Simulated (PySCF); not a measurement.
## Unknown compound

The spectra below were simulated for a compound C$_{4}$H$_{3}$ClF$_{2}$Si.

¹H NMR (400 MHz, computed): δ 6.99 (m, 1H), 6.27 (m, 1H), 5.04 (m, 1H).

¹³C{¹H} NMR (computed): δ 180.5 (C), 154.9 (CH), 128.9 (CH), 119.0 (CH).

Theoretical values (PySCF 2.14.0 with density-fitted response routines): σ from GIAO-PBE0/pcSseg-1, geometry from GFN2-xTB. One computed conformer, no solvent model, no relativistic terms.

Shifts are taken against calculated references (same method and geometry level): ¹H, ¹³C against TMS.

What is the structure?

## Answers


The formula gives 3 degrees of unsaturation (1 ring in the answer). 4 carbon signals for 4 carbons: no two carbons are equivalent. Carbon types of the structure: 1 × C, 3 × CH, which accounts for all hydrogens. δC 180.5: fully substituted alkene carbon. δC 154.9, 128.9, 119.0: alkene CH; the olefinic region. δH 6.99, 6.27, 5.04: hydrogen on an alkene CH; olefinic region.

Structure: `FC1=CC=C[Si@]1(F)Cl`.

The data come from this structure; uniqueness wasn't tested.

Splittings by ¹⁹F in the carbon and heteronuclear signals aren't shown, as no couplings were computed. Shifts are as computed. Against solution values, carbons near 30 ppm lie about +3 ppm off and those near 130 ppm about +5 ppm. Of 1211 compounds with measured shifts, 218 miss one by over three times the rms of a fit or turn the order of signals round; such compounds aren't used in these exercises. No couplings were computed; multiplicities are counted from neighbouring protons, with m where these are inequivalent, close in shift, in a saturated or five-membered ring or joined by F or P, and br s for small geminal =CH2 splittings.
